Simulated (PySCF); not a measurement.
W(NH)(F)(Cl)3 (Cl₃FHNW), SMILES [W]([Cl])([Cl])(=[NH])([Cl])[F], multiplicity 1.

Geometry optimised at PBE0-D3(BJ)/def2-SVP. The spin state was assumed, not searched. The structure was generated by enumeration; whether it is a known compound was not checked. The def2 effective core potentials stand for the cores of W; spin–orbit coupling is left out.

These are PBE/def2-TZVP (PySCF) values and carry that method's errors.

Symmetry labels are those of the subgroup Cs that the program uses (full group Cs).

**Question.** List the valence orbital energies around the gap with their symmetry. (Estimate from the structure and the level; the computed values follow.)

**Answer.** 
```json
[
 {"orbital": "HOMO−7", "symmetry": "A'", "energy (eV)": "-9.47"},
 {"orbital": "HOMO−6", "symmetry": "A'", "energy (eV)": "-9.33"},
 {"orbital": "HOMO−5", "symmetry": "A\"", "energy (eV)": "-8.80"},
 {"orbital": "HOMO−4", "symmetry": "A'", "energy (eV)": "-8.23"},
 {"orbital": "HOMO−3", "symmetry": "A'", "energy (eV)": "-7.78"},
 {"orbital": "HOMO−2", "symmetry": "A\"", "energy (eV)": "-7.78"},
 {"orbital": "HOMO−1", "symmetry": "A'", "energy (eV)": "-7.31"},
 {"orbital": "HOMO", "symmetry": "A\"", "energy (eV)": "-7.27"},
 {"orbital": "LUMO", "symmetry": "A'", "energy (eV)": "-4.12"},
 {"orbital": "LUMO+1", "symmetry": "A\"", "energy (eV)": "-4.02"},
 {"orbital": "LUMO+2", "symmetry": "A\"", "energy (eV)": "-3.31"},
 {"orbital": "LUMO+3", "symmetry": "A'", "energy (eV)": "-3.14"}
]
```
